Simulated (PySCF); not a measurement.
Molecule: sum formula SiN₂H₅F₂ (charge +1, singlet). It need not be the lowest isomer of its formula. SMILES: N[Si]([NH3+])(F)F
Coordinates optimised at B3LYP-D3(BJ)/def2-TZVP (Ansatz):
```xyz
10

N      1.2561     1.0117    -0.6092
Si     0.1762    -0.0495     0.0473
N     -1.5887     0.4117    -0.4022
F      0.2064    -1.4921    -0.5544
F      0.0477     0.0048     1.6044
H      1.6556     1.7801    -0.0889
H      1.7568     0.8248    -1.4665
H     -1.8373     1.3455    -0.0652
H     -1.7381     0.4097    -1.4147
H     -2.2631    -0.2445     0.0032
```
Charge +1, spin multiplicity 1.

Dispersion corrections to the total energy (kcal/mol) from the dftd3 and dftd4 libraries through PySCF: D3(BJ) without and D4 with the three-body term, each with the damping fitted for the functional named.

```csv
functional,D3(BJ),D4
PBE,(withheld),-3.99
revPBE,-10.77,-12.86
BHLYP,-5.81,(withheld)
r2SCAN,-1.16,-0.95
TPSSh,(withheld),-4.89
BP86,-6.67,-5.25
CAM-B3LYP,-3.24,-3.34
```

Problem. Fill in the missing entries.

Solution. 
- PBE, D3(BJ): -4.24
- BHLYP, D4: -4.71
- TPSSh, D3(BJ): -4.86
